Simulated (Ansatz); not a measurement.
A nudged elastic band was laid between two geometries of ClF2H4NSi + H2O (12 atoms, charge 0, multiplicity 1).

Computed with RKS PBE0/6-31G* (Ansatz 0.2.0).

```yaml
movable_images: 5
climbing_image: yes
spring: 5.0 eV/Å²
optimiser: quadratic models (default)
start_path: straight line
force_threshold: 0.03 eV/Å
iteration_limit: 60
end_points: relaxed
```

Initial state:

```xyz
12
Properties=species:S:1:pos:R:3
Si -0.537 0.927 -0.825
Cl 1.557 0.893 -1.218
F -1.609 0.389 -1.918
F -0.993 0.999 0.751
H -0.671 2.375 -1.114
H 0.279 -1.135 0.438
N -0.309 -1.038 -0.410
H 1.872 -0.065 1.660
O 1.083 -0.520 1.986
H -1.217 -1.463 -0.226
H 0.123 -1.546 -1.180
H 0.421 0.186 2.056
```

Final state:

```xyz
12
Properties=species:S:1:pos:R:3
Si -1.505 0.507 -0.643
Cl 2.710 0.577 -0.827
F -2.660 0.243 -1.715
F -2.256 0.739 0.749
H -0.718 1.693 -1.015
H 0.597 -0.588 1.123
N -0.447 -0.838 -0.443
H 2.240 0.214 0.386
O 1.402 -0.334 1.636
H -0.852 -1.769 -0.407
H 0.362 -0.833 -1.061
H 1.128 0.388 2.217
```

(1) Which bonds break or form, and what moves?

(2) Give the energies along the band, and the barrier.

(3) What is the geometry of the highest image?

Results:

(1) Bonds broken: Si1–Cl2, H6–N7, H8–O9. Bonds formed: Cl2–H8, H6–O9. ClF2H4NSi + H2O becomes ClH + F2H3NSi + H2O.

(2) It converged. The highest image is number 3 of 0 to 6, 71.9 kJ/mol above the first end and 14.7 kJ/mol above the last; the last end lies 57.2 kJ/mol above the first. A structure lower than the last end lies on the path between it and the top, so the climb from that side starts below the end, which may itself be a saddle point or a shallow side well. The order of the stationary point at the top wasn't checked. The orbitals stay closed-shell, which can raise the energy where a bond breaks towards radicals; this wasn't checked here.

```tsv
image	path coordinate (Å)	energy (kJ/mol)	Si1–Cl2 (Å)	H6–N7 (Å)	H8–O9 (Å)
0	0.00	0.0	2.13	1.04	0.97
1	1.02	14.7	2.20	1.04	0.97
2	2.03	16.2	2.27	1.06	0.97
3	3.05	71.9	2.90	1.48	1.09
4	4.12	54.1	3.75	1.96	1.58
5	5.18	56.0	4.04	1.93	1.60
6	6.25	57.2	4.22	1.90	1.60
```

(3) 
```xyz
12
Properties=species:S:1:pos:R:3:forces:R:3
Si -0.928 0.684 -0.716 -0.01 -0.01 -0.01
Cl 1.925 1.124 -0.428 0.00 0.00 -0.01
F -2.482 0.310 -0.920 0.01 0.00 0.00
F -0.922 1.343 0.748 0.00 0.00 0.01
H -0.564 1.555 -1.832 0.00 0.00 0.00
H 0.394 -0.906 0.795 0.00 0.00 0.00
N -0.232 -0.946 -0.545 0.00 0.01 -0.01
H 1.602 0.136 0.983 0.00 -0.01 0.00
O 1.046 -0.559 1.611 0.00 0.01 0.00
H -0.914 -1.681 -0.722 0.00 0.00 0.00
H 0.588 -1.079 -1.136 0.00 0.00 0.00
H 0.489 0.019 2.162 0.00 0.00 0.00
```

Time of the run: 6 min on 2 threads of AMD EPYC 7R13 Processor (Zen 3), with other jobs on the host, peak memory 0.3 GiB.
